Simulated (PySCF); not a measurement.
Computed properties of SSn, SMILES [S]=[Sn]

SSn, SMILES [S]=[Sn] (connectivity only; charge and spin as stated), neutral, multiplicity 1. The structure is a stationary point at PBE0-D3(BJ)/def2-TZVP. The def2 effective core potentials stand for the cores of Sn; spin–orbit coupling is left out. The values are those of a single conformer. All values are computed for the isolated molecule unless a solvent is named; none is compared with measurement here.

**Structure.** The optimised structure has C∞v symmetry. All 1 harmonic modes at PBE0-D3(BJ)/def2-TZVP (PySCF) are real, so it is a minimum.

**Vibrations.** The strongest infrared lines (harmonic, unscaled, degenerate partners summed) lie at 504 cm⁻¹ (42 km/mol, S 79 %, Sn 21 %). The softest mode is at 504 cm⁻¹ and the zero-point energy is 0.7 kcal/mol.

**Electronic structure.** M06-2X/def2-TZVPD (PySCF) places the frontier levels at -8.23 and -1.66 eV, a gap of 6.57 eV, and gives a dipole moment of 3.77 D and a mean polarisability of 65.1 bohr³.

**Excitations.** TDA-M06-2X/def2-TZVPD (PySCF) has S1 at 3.27 eV (379 nm, f = 0.000, dark); the most intense of the 10 singlets computed lies at 6.17 eV (f = 0.18). Strengths of degenerate partners are summed. T1 (TDA) is at 2.64 eV, 0.63 eV under S1. No vertical singlet excitation falls in the visible range (under 3.1 eV).
